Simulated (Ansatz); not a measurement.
Calculated with Ansatz (gas phase, PBE0-D4/def2-TZVP geometries, no zero-point term in ΔE). CBS: MP2 limit from def2 TZ/QZ plus the TZ coupled-cluster correction, frozen cores. This one scheme is used for every species. Functionals use def2-TZVPP. For Br, Ge outer-core shells are correlated without core-valence functions, which leaves a few kJ/mol of doubt a bond. Scalar relativity is left out up to krypton. Each species was taken in one conformer, which may not be the lowest.

Reaction (ligand exchange at a Ge–Cl bond): `[OH][Ge][Cl]` + HBr → `[OH][Ge][Br]` + HCl

**Question.** Is it downhill or uphill in electronic energy at CCSD(T)/CBS, and by how much? (Estimate.)

**Answer.** The calculation gave: Downhill: ΔE = -8.3 kJ/mol.

**Question.** What do these levels give: B97M-V, PBE0-D4, ωB97X-V, r2SCAN0, CCSD/def2-SVP, MP2/def2-QZVPP? (An estimate is asked.)

**Answer.** Ansatz gave: B97M-V -3.5, PBE0-D4 -9.4, ωB97X-V -5.8, r2SCAN0 -8.8, CCSD/def2-SVP -6.1, MP2/def2-QZVPP -8.5 kJ/mol.

**Question.** What do rigid-rotor, harmonic-oscillator terms from PBE0-D4/def2-TZVP frequencies (298.15 K, 1 bar) make of the CCSD(T)/CBS value? (Estimate.)

**Answer.** Computed: ΔZPE = +1.1 kJ/mol, ΔH = -6.7 kJ/mol, ΔS = 0 J/(mol·K), ΔG = -6.7 kJ/mol.

Largest T1 diagnostic among the species: 0.014.

Leaving LDA and LC-ωPBE aside and taking each functional with its dispersion term where it has one, the values, not all of them listed here, spread over 6.2 kJ/mol, from HSE06-D4 to B97M-V.
